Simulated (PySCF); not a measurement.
C₇H₁₁NO.
SMILES with atom numbers: `[CH3:1][C:2](=[O:3])[C@H:4]1[CH:5]=[N:6][CH2:7][CH2:8][CH2:9]1`

Probes without a nucleus sit at each ring's centroid and 1 Å off its mean plane on both sides; NICS is minus the shielding there, NICSzz its component along the normal. Level: GIAO PBE0/pcSseg-1 (PySCF, non-relativistic, gas phase) on the GFN2-xTB geometry, one conformer.

Ring bond lengths (Å), with Mayer bond orders in brackets: C4–C5 1.514 (0.93), C5–N6 1.251 (1.99), N6–C7 1.435 (0.98), C7–C8 1.528 (1.03), C8–C9 1.526 (1.02), C9–C4 1.530 (1.04).

**Question.** Give the NICS values of each ring in ppm.

**Answer.** 
```json
{"ring": "C4–C5–N6–C7–C8–C9", "type": "6-membered ring with N; formal bonds 1 double, 5 single", "NICS(0)": "0.1", "NICS(1), two faces": "-1.9 / -2.5", "NICS(1)zz, two faces": "1.3 / 2.1", "rms pucker (Å)": "0.20", "centre to ring atoms, mean (Å)": "1.43"}
```

**Question.** What do they say, and how far can they be read as aromaticity?

**Answer.** 
- C4–C5–N6–C7–C8–C9: mean NICS(1)zz 1.7 ppm, near zero. C4, C7, C8, C9 have four or more neighbours, so the value isn't read as a sign of a π ring current.

**Question.** At the second NICS(1) probe listed for ring C4–C5–N6–C7–C8–C9, 1 Å off the ring, how large is the induced field along the normal in 1 T applied along it?

**Answer.** NICSzz × B0 = 2.1 ppm × 1 T = 2 μT, along the applied field.

**Question.** What are the shieldings of the ring atoms and their hydrogens in the same run (means over atoms taken as equivalent)?

**Answer.** 
```tsv
atoms	environment	σ isotropic (ppm)	principal values of the symmetric part, first atom (ppm)
C4	sp3 carbon next to a carbonyl	130.0	105.2, 124.4, 160.5
C5	imine carbon	28.3	-77.2, 40.0, 122.1
N6	imine nitrogen	-123.2	-496.2, -155.3, 281.8
C7	sp3 carbon bound to nitrogen	133.3	117.1, 131.8, 151.1
C8	ring CH2 carbon	163.7	155.8, 164.1, 171.1
C9	ring CH2 carbon	164.2	154.0, 166.9, 171.5
H on C4	methine hydrogen	28.70	24.5, 29.3, 32.3
H on C5	hydrogen on a C=N carbon	23.55	20.9, 23.6, 26.2
H on C7	methylene hydrogen	28.04	24.8, 26.6, 32.7
H on C7	methylene hydrogen	27.51	23.5, 26.1, 32.9
H on C8	methylene hydrogen	29.84	24.8, 29.8, 34.9
H on C8	methylene hydrogen	30.39	26.1, 28.1, 36.9
H on C9	methylene hydrogen	29.35	25.8, 27.1, 35.1
H on C9	methylene hydrogen	30.48	26.0, 28.6, 36.9
```

The list is cut; further classes of hydrogen are left out.
